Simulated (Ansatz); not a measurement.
Mulliken charges of H2InOS (`[OH][In][SH]`) radical from r2SCAN/def2-TZVPP in Ansatz (PBE0-D4/def2-TZVP geometry).

```tsv
atom	x (Å)	y (Å)	z (Å)	charge (e)
O1	0.218	1.435	0.307	-0.519
In2	-0.442	-0.333	0.987	0.586
S3	-0.226	-2.079	-0.686	-0.382
H4	0.152	2.159	0.935	0.193
H5	0.298	-1.182	-1.543	0.122
```

Question: By hand: the dipole of these point charges (1 e Å = 4.8032 D).

Answer: Σ q r = (-0.220, 0.127, 0.673) e Å, of length 0.719 e Å = 3.45 D.

Question: How does the dipole of the full density compare? (An estimate is asked.)

Answer: Computed: (-0.117, 0.200, 0.441) e Å, 2.39 D; the point charges give 1.44 times that, at 14° from its direction.

Point charges leave out the atoms' own dipoles, such as those of lone pairs, and Mulliken's split depends on the basis, so the two needn't agree.
